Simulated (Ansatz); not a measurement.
Cost and result for the atomization energy of Cl2H5NO2Si2 (`O[SiH2]N[Si](O)(Cl)Cl`) (12 atoms, 11 bonds).

Z-matrix (Å, degrees):
```
Si
N 1 1.717
O 1 1.659 2 105.8
H 1 1.483 2 107.3 3 120.3
H 1 1.486 2 114.1 3 -117.6
Si 2 1.707 1 127.7 3 42.5
H 2 1.010 1 115.8 3 -131.2
H 3 0.959 1 116.7 2 -154.6
O 6 1.618 2 109.1 1 -16.0
Cl 6 2.043 2 108.1 1 -139.2
Cl 6 2.036 2 113.3 1 103.2
H 9 0.968 6 113.9 2 -24.3
```

Total charge 0; spin multiplicity 1. All single points use the PBE0-D4/def2-TZVP geometry. It is one conformer, not always the lowest. Program: Ansatz. All runs use 2 threads of an AMD EPYC 7R13 on a shared host and a share of an NVIDIA H100 80 GB. Times are those of one run each, without the atoms' runs, and a repeat can differ threefold. Electronic energies, without spin–orbit coupling; frozen cores. CCSD(T)/CBS adds CCSD(T) − MP2 in def2-TZVPP to the MP2 limit, and its time is that of the two runs behind it. T1 = 0.011. B3LYP takes the VWN-RPA correlation (the form of Gaussian; ORCA's B3LYP/G).

CCSD(T)/CBS is a level of theory with its own doubt, some kJ/mol a heavy atom from the limit and from the frozen cores, so smaller differences don't rank the functionals.

| level | functions | wall time | atomization (kJ/mol) | difference from CCSD(T)/CBS | per bond |
| --- | --- | --- | --- | --- | --- |
| PBE-D4/def2-TZVPP (with forces) | 331 | 4.4 s | 4502.2 | 18.4 | 1.7 |
| PBE0-D4/def2-TZVPP | 331 | 4.6 s | 4419.4 | -64.4 | -5.9 |
| r2SCAN-D4/def2-TZVPP (with forces) | 331 | 5.5 s | 4465.4 | -18.4 | -1.7 |
| B3LYP-D4/def2-TZVPP (with forces) | 331 | 7.5 s | 4428.7 | -55.1 | -5.0 |
| ωB97X-V/def2-TZVPP | 331 | 8 s | 4484.8 | 1.0 | 0.1 |
| ωB97M-V/def2-TZVPP (with forces) | 331 | 8 s | 4489.4 | 5.6 | 0.5 |
| B2PLYP/def2-TZVPP | 331 | 9 s | 4388.9 | -94.9 | -8.6 |
| MP2/def2-QZVPP | 601 | 12 s | 4551.4 | 67.6 | 6.1 |
| CCSD(T)/def2-TZVPP | 331 | 17 s | 4323.3 | -160.5 | -14.6 |
| CCSD(T)/CBS(def2) | – | 29 s | 4483.8 | 0.0 | 0.0 |

The D4 term adds +66.6 kJ/mol with B3LYP and +35.3 kJ/mol with PBE0; it sums over pairs of atoms, weighted by their polarisabilities, and B3LYP, whose exchange is more repulsive, gets the larger term. In def2-TZVPP, CCSD(T) changes the Hartree–Fock value by +1164.2 kJ/mol (the triples alone add +76.4 kJ/mol) and MP2 by +1295.8 kJ/mol; breaking electron pairs costs correlation energy, which Hartree–Fock lacks. From PBE to PBE0 (25 % exact exchange), in def2-TZVPP and without D4, the atomization energy moves by −77.1 kJ/mol: exact exchange takes away binding that semilocal exchange gives to molecules.
